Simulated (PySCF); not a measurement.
PySCF job for In(Cl)(Me)(OH) (CH4ClInO), SMILES [Cl][In]([OH])[CH3], PBE-D3(BJ)/def2-SVP. Geometry optimised at PBE-D3(BJ)/def2-SVP. The structure was generated by enumeration; whether it is a known compound was not checked. The def2 effective core potentials stand for the cores of In; spin–orbit coupling is left out. The values are those of a single conformer.

```python
import numpy as np
from pyscf import gto, scf, dft, df
from pyscf.hessian import thermo

mol = gto.M(
    atom='''
    In    0.05509953    0.27597905   -0.00000000
    Cl   -0.46465653   -2.05393723    0.00000000
    C    -1.44034976    1.82516488   -0.00000000
    H    -2.06674453    1.70925606    0.90399031
    H    -0.93996404    2.81048963   -0.00000000
    H    -2.06674453    1.70925606   -0.90399030
    O     2.05196588    0.56482239    0.00000000
    H     2.49910885   -0.30461070    0.00000000
    ''',
    basis='def2-SVP',
    ecp={'In': 'def2-svp'},
    charge=0,
    spin=0,
    max_memory=1600,
    verbose=3,
)
mf = dft.RKS(mol, xc='pbe').density_fit(auxbasis='def2-universal-jkfit')
mf.disp = 'd3bj'
mf.grids.level = 3
mf.conv_tol = 1e-11
mf.max_cycle = 100
mf.kernel()

# [left out here: the lines that compute and print the analytic Hessian (its translational invariance restored by hand, since the grid's response is missing), thermochemistry and intensities]
```

Output:

```
converged SCF energy = -765.576031224545

WARN: DFTD3 does not support analytical Hessian, using finite difference


WARN: Mole.unit (angstrom) is changed to Bohr

Mode                                 0                   1                   2
Irrep
Freq [cm^-1]                       19.1936             90.4345            111.4092
Reduced mass [au]                   1.0288              3.9018              5.5694
Force const [Dyne/A]                0.0002              0.0188              0.0407
Char temp [K]                      27.6153            130.1152            160.2930
Normal mode                   x     y     z       x     y     z       x     y     z
       0  In                 0.00  0.00  0.00    0.03  0.01 -0.00    0.00  0.00  0.05
       1  Cl                -0.00  0.00  0.01   -0.06  0.03  0.00    0.00  0.00 -0.05
       2   C                -0.00 -0.00  0.00   -0.13 -0.14  0.00   -0.00 -0.00 -0.13
       3   H                -0.36 -0.33 -0.29   -0.11 -0.23 -0.00   -0.06  0.10 -0.16
       4   H                -0.00  0.00  0.55   -0.27 -0.07 -0.00   -0.00 -0.00 -0.21
       5   H                 0.36  0.33 -0.29   -0.11 -0.23  0.00    0.06 -0.10 -0.16
       6   O                 0.00 -0.00 -0.03    0.04 -0.03  0.00    0.00 -0.00 -0.12
       7   H                 0.00 -0.00 -0.05    0.00 -0.05  0.00   -0.00 -0.00 -0.14
Mode                                 3                   4                   5
Irrep
Freq [cm^-1]                      114.1368            331.8967            339.1356
Reduced mass [au]                   7.4555              1.0897             33.5904
Force const [Dyne/A]                0.0572              0.0707              2.2762
Char temp [K]                     164.2174            477.5255            487.9406
Normal mode                   x     y     z       x     y     z       x     y     z
       0  In                -0.02  0.03 -0.00    0.00  0.00  0.00   -0.01 -0.04  0.00
       1  Cl                 0.07  0.00  0.00   -0.00 -0.00 -0.01    0.03  0.14 -0.00
       2   C                -0.04  0.01  0.00   -0.00  0.00  0.01    0.03 -0.04  0.00
       3   H                -0.03 -0.01  0.00    0.02 -0.03  0.02    0.02 -0.02 -0.00
       4   H                -0.06  0.02  0.00   -0.00  0.00  0.04    0.03 -0.04  0.00
       5   H                -0.03 -0.01 -0.00   -0.02  0.03  0.02    0.02 -0.02  0.00
       6   O                 0.01 -0.19  0.00    0.00  0.00 -0.07   -0.02 -0.01 -0.00
       7   H                -0.13 -0.26  0.00   -0.00  0.00  0.95   -0.00  0.00  0.00
Mode                                 6                   7                   8
Irrep
Freq [cm^-1]                      489.7254            582.0958            708.7679
Reduced mass [au]                   4.5673             13.2902              1.1686
Force const [Dyne/A]                0.6454              2.6532              0.3459
Char temp [K]                     704.6058            837.5063           1019.7591
Normal mode                   x     y     z       x     y     z       x     y     z
       0  In                 0.01 -0.03  0.00    0.04 -0.00  0.00    0.00  0.00 -0.01
       1  Cl                 0.00  0.01 -0.00    0.00  0.00  0.00   -0.00  0.00  0.00
       2   C                -0.17  0.17 -0.00   -0.03  0.04 -0.00   -0.00 -0.00  0.11
       3   H                -0.16  0.16  0.01   -0.04  0.04 -0.00   -0.44  0.41 -0.16
       4   H                -0.16  0.16  0.00   -0.04  0.04 -0.00    0.00 -0.00 -0.25
       5   H                -0.16  0.16 -0.01   -0.04  0.04  0.00    0.44 -0.41 -0.16
       6   O                 0.06  0.01 -0.00   -0.22 -0.03  0.00    0.00  0.00  0.00
       7   H                 0.04 -0.01  0.00   -0.10  0.04 -0.00   -0.00 -0.00  0.06
Mode                                 9                  10                  11
Irrep
Freq [cm^-1]                      721.8133            813.4893           1130.5097
Reduced mass [au]                   1.1671              1.0884              1.1919
Force const [Dyne/A]                0.3583              0.4244              0.8975
Char temp [K]                    1038.5287           1170.4299           1626.5518
Normal mode                   x     y     z       x     y     z       x     y     z
       0  In                 0.01  0.00  0.00    0.00 -0.01  0.00    0.00 -0.00  0.00
       1  Cl                -0.00  0.00 -0.00   -0.00 -0.00 -0.00    0.00  0.00  0.00
       2   C                -0.08 -0.08 -0.00    0.02  0.01  0.00   -0.08  0.08 -0.00
       3   H                -0.09  0.39  0.05    0.02 -0.08 -0.01    0.28 -0.41  0.17
       4   H                 0.57 -0.40  0.00   -0.12  0.08 -0.00    0.47 -0.22 -0.00
       5   H                -0.09  0.39 -0.05    0.02 -0.08  0.01    0.28 -0.41 -0.17
       6   O                 0.01  0.01 -0.00    0.02  0.06  0.00   -0.00  0.00 -0.00
       7   H                -0.18 -0.09 -0.00   -0.85 -0.40 -0.00   -0.01 -0.01  0.00
Mode                                12                  13                  14
Irrep
Freq [cm^-1]                     1377.4606           1378.5531           2999.9158
Reduced mass [au]                   1.0556              1.0573              1.0289
Force const [Dyne/A]                1.1801              1.1839              5.4555
Char temp [K]                    1981.8591           1983.4310           4316.2109
Normal mode                   x     y     z       x     y     z       x     y     z
       0  In                 0.00  0.00  0.00   -0.00 -0.00  0.00   -0.00  0.00 -0.00
       1  Cl                -0.00  0.00 -0.00   -0.00 -0.00 -0.00    0.00 -0.00  0.00
       2   C                 0.04  0.05  0.00   -0.00 -0.00  0.07    0.03 -0.03  0.00
       3   H                -0.46 -0.25 -0.38   -0.09 -0.44 -0.07   -0.32 -0.07  0.48
       4   H                 0.32 -0.11 -0.00   -0.00  0.00 -0.72    0.27  0.49 -0.00
       5   H                -0.46 -0.25  0.38    0.09  0.44 -0.07   -0.32 -0.07 -0.48
       6   O                 0.00 -0.00 -0.00   -0.00  0.00 -0.00   -0.00 -0.00  0.00
       7   H                 0.01  0.00 -0.00   -0.00 -0.00 -0.00    0.00  0.00 -0.00
Mode                                15                  16                  17
Irrep
Freq [cm^-1]                     3120.1959           3128.8604           3700.7229
Reduced mass [au]                   1.1052              1.1068              1.0669
Force const [Dyne/A]                6.3393              6.3842              8.6090
Char temp [K]                    4489.2672           4501.7336           5324.5162
Normal mode                   x     y     z       x     y     z       x     y     z
       0  In                 0.00  0.00 -0.00   -0.00 -0.00  0.00   -0.00 -0.00  0.00
       1  Cl                -0.00 -0.00 -0.00   -0.00  0.00 -0.00   -0.00 -0.00  0.00
       2   C                 0.00 -0.00 -0.09   -0.06 -0.06 -0.00   -0.00  0.00 -0.00
       3   H                -0.39 -0.07  0.54    0.20  0.03 -0.31    0.00  0.00  0.00
       4   H                 0.00  0.00 -0.02    0.36  0.70 -0.00   -0.00  0.00 -0.00
       5   H                 0.39  0.07  0.54    0.20  0.03  0.31    0.00  0.00 -0.00
       6   O                 0.00 -0.00 -0.00    0.00 -0.00 -0.00    0.03 -0.05  0.00
       7   H                -0.00  0.00 -0.00    0.00 -0.00  0.00   -0.46  0.85 -0.00
temperature 298.1500 [K]
pressure 101325.00 [Pa]
Rotational constants [GHz] 4.34657 2.29379 1.51628
Symmetry number 1
Zero-point energy (ZPE) 0.04820 [Eh]   126554.837 [J/mol]
                           tot       elec      trans        rot        vib
Entropy [J/mol/K]       377.699      0.000    173.670    114.872     89.157
Cv [J/mol/K]             92.240      0.000     12.472     12.472     67.296
Cp [J/mol/K]            100.554      0.000     20.786     12.472     67.296
Internal energy [J/mol]                      3718.434   3718.434 138523.590
Internal energy [Eh]   -765.52044  -765.57603
Enthalpy [J/mol]                             6197.391   3718.434 138523.590
Enthalpy [Eh]          -765.51949
Gibbs free energy [J/mol]                  -45582.261 -30530.578 111941.293
Gibbs free energy [Eh] -765.56238
mode   freq/cm-1   IR/(km/mol)
   1       19.19         0.071
   2       90.43         1.929
   3      111.41         5.141
   4      114.14        16.862
   5      331.90        98.373
   6      339.14        36.619
   7      489.73        11.202
   8      582.10        60.731
   9      708.77        19.282
  10      721.81        21.433
  11      813.49       101.570
  12     1130.51         2.072
  13     1377.46         2.040
  14     1378.55         3.375
  15     2999.92         0.863
  16     3120.20         0.014
  17     3128.86         0.079
  18     3700.72        47.872
max |gradient| / (hartree/bohr): 5.248937351215796e-05
APT charges: [ 1.2544 -0.5723 -0.2429  0.0173  0.0071  0.0173 -0.7078  0.227 ]
```

The run converged.

Cost: about 100 core-seconds (a rough figure).
